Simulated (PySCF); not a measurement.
Ge(All)2(OH)2, SMILES C=C[CH2][Ge]([OH])([OH])[CH2]C=C (C6H12GeO2), singlet, GFN2-xTB optimised geometry. Atoms within 1.6 Å of the plane z = 0.0 Å (x, y, z in Å): C1 (-3.24, -0.96, -1.26), C3 (-0.78, -1.22, -1.42), Ge4 (0.24, -0.18, 0.00), O5 (-0.16, 1.54, 0.00), O6 (-0.43, -0.81, 1.51), C7 (2.27, -0.18, 0.00), C8 (2.79, 0.26, 1.32), C9 (3.27, 1.46, 1.56), H10 (-3.33, -1.83, -0.62), H11 (-4.16, -0.45, -1.50), H13 (-0.93, -2.21, -1.01), H15 (-1.09, 1.75, 0.11), H17 (2.60, -1.19, -0.24), H18 (2.58, 0.50, -0.79), H21 (3.33, 2.21, 0.79).

Level of theory: PySCF with PBE0/def2-SVP. Cells within 0.4 Å of a nucleus heavier than hydrogen are left out (blank, or x).

Map of the deformation density (molecule minus spherical neutral atoms) (e/bohr³) on the plane z = 0.0 Å:

```
|22222222222222222222222222222|
|22222222222222222222222222222|
|22222222222222222222222222222|
|22222222222222222222222222222|
|22222222222222222222222222222|
|22222222222112222222211112222|
|22222222211111222222111111222|
|22222222111111222221111111122|
|22222221111011222211111111122|
|22222221110061742111111111122|
|2222222111029xx31111111111122|
|22222221111132x21111101111122|
|22222222111113421111110111222|
|22111112111111001221321111222|
|21111111111111xx145xx20111222|
|21111111111111xx145xx31111222|
|21111111111111111223972111222|
|21111111111111111112651111222|
|21111111111111111111111111222|
|21111111111111111111111112222|
|22111111111111111111111122222|
|22211111111111111111111222222|
|22221111111111112222222222222|
|22222222222111222222222222222|
|22222222222222222222222222222|
|22222222222222222222222222222|
|22222222222222222222222222222|
|22222222222222222222222222222|
|22222222222222222222222222222|
```
Scale: ten equal steps from -0.020 (start of '0') to 0.078 (end of '9'), in the order '0123456789'; x runs from -5.50 to 5.50, y from -5.50 (bottom) to 5.50 (top).
